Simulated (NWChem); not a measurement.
System: CH₄OSn, singlet; SMILES [CH3][Sn][OH]

NWChem input:

```
start job
memory heap 200 mb stack 900 mb global 1100 mb
geometry units angstroms noautoz
  Sn     0.324021     0.071695    -0.147851
  C     -0.902991    -1.738770    -0.023553
  H     -0.809987    -2.338813    -0.943971
  H     -1.953008    -1.442109     0.117821
  H     -0.581903    -2.372583     0.819677
  O     -1.289197     1.248377     0.079682
  H     -1.062568     2.185890     0.067497
end
basis spherical
  Sn library def2-svp
  C library def2-svp
  H library def2-svp
  O library def2-svp
end
ecp
  Sn library def2-ecp
end
dft
  xc b3lyp
  iterations 150
  mulliken
end
task dft energy
```

Low-valent species are run as closed-shell singlets; no triplet was tried in these runs. Geometry: optimised at PBE0/def2-SVP. B3LYP is NWChem's, with the RPA form of VWN correlation. def2 effective core potentials on Sn; no spin-orbit coupling.

Question: Give the results of this calculation. (B3LYP/def2-SVP with def2 effective core potentials on Sn.) Quantities: energy (Ha); highest occupied level (eV); orbital gap (eV); dipole (D).

Answer: 
```json
{
  "energy (Ha)": "-330.03",
  "highest occupied level (eV)": "-6.00",
  "orbital gap (eV)": "3.77",
  "dipole (D)": "1.49"
}
```
